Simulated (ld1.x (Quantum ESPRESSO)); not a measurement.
## Pseudopotential generation for W: RRKJ, PBE, scalar-relativistic.

Input for ld1.x (Quantum ESPRESSO) 7.5:

```
&input
   title='W', zed=74., rel=1, dft='PBE', iswitch=3,
   config='[Xe] 4f14 5d4 6s1 6p0',
   nld=3, rlderiv=2.75, eminld=-3.0, emaxld=5.0, deld=0.02
 /
 &inputp
   pseudotype=2, tm=.false., lloc=0,
   nlcc=.false.,
   file_pseudopw='W.UPF', file_wfcaegen='ae.wfc', file_wfcncgen='nc.wfc', file_beta='beta', file_chi='chi'
 /
3
6P  2  1   0.00   0.00  2.55  2.55  0.0
5D  3  2   4.00   0.00  2.05  2.05  0.0
6S  1  0   1.00   0.00  1.30  1.30  0.0
 &test
   configts(1)='5d4 6s1 6p0'
 /
```

Command:

```bash
ld1.x < W.in > W.out
```

Resulting log (shortened: banner, matrices, multipoles, cross overlaps and the repeated all-electron block are left out):

```
[... start of the log left out ...]
     Exc  =    -645.006667 Ry,    -322.503333 Ha,   -8775.762768 eV

     normalization and overlap integrals

     s(1S/1S) =  1.000000  <r> =   0.0183  <r2> =    0.0005  r(max) =   0.0115
     s(2S/2S) =  1.000000  <r> =   0.0776  <r2> =    0.0071  r(max) =   0.0653
     s(2P/2P) =  1.000000  <r> =   0.0694  <r2> =    0.0059  r(max) =   0.0541
     s(3S/3S) =  1.000000  <r> =   0.2010  <r2> =    0.0462  r(max) =   0.1842
     s(3P/3P) =  1.000000  <r> =   0.2013  <r2> =    0.0470  r(max) =   0.1842
     s(4S/4S) =  1.000000  <r> =   0.4495  <r2> =    0.2281  r(max) =   0.4204
     s(4P/4P) =  1.000000  <r> =   0.4780  <r2> =    0.2599  r(max) =   0.4419
     s(3D/3D) =  1.000000  <r> =   0.1824  <r2> =    0.0390  r(max) =   0.1490
     s(5S/5S) =  1.000000  <r> =   1.0673  <r2> =    1.2803  r(max) =   0.9593
     s(5P/5P) =  1.000000  <r> =   1.2492  <r2> =    1.7702  r(max) =   1.0870
     s(4D/4D) =  1.000000  <r> =   0.5113  <r2> =    0.3030  r(max) =   0.4531
     s(4F/4F) =  1.000000  <r> =   0.6078  <r2> =    0.4645  r(max) =   0.4310
     s(5D/5D) =  1.000000  <r> =   1.9656  <r2> =    4.6186  r(max) =   1.4858
     s(6S/6S) =  1.000000  <r> =   2.9614  <r2> =    9.8980  r(max) =   2.5752
     s(6P/6P) =  1.000000  <r> =   3.9282  <r2> =   17.4943  r(max) =   3.3482

     ------------------------ End of All-electron run ------------------------

     --------------------- Generating NC pseudopotential ---------------------

      Generating local pot.: lloc=0, matching radius rcloc =   1.3000

      Wfc   6P  rcut= 2.575  Estimated cut-off energy=       25.40 Ry
      This function has    0 nodes for 0 < r <    2.575
           1        1274        1273   99.080723502108043

 %%%%%%%%%%%%%%%%%%%%%%%%%%%%%%%%%%%%%%%%%%%%%%%%%%%%%%%%%%%%%%%%%%%%%%%%%%%%%%
     Error in routine compute_chi (1):
     n is too large
 %%%%%%%%%%%%%%%%%%%%%%%%%%%%%%%%%%%%%%%%%%%%%%%%%%%%%%%%%%%%%%%%%%%%%%%%%%%%%%

     stopping ...
```

The run stopped because near the origin the numerical χ = (ε − T − V_loc)φ did not join its small-r series within 0.05 bohr.

The run took about 1.9 s on one core of a shared server CPU.
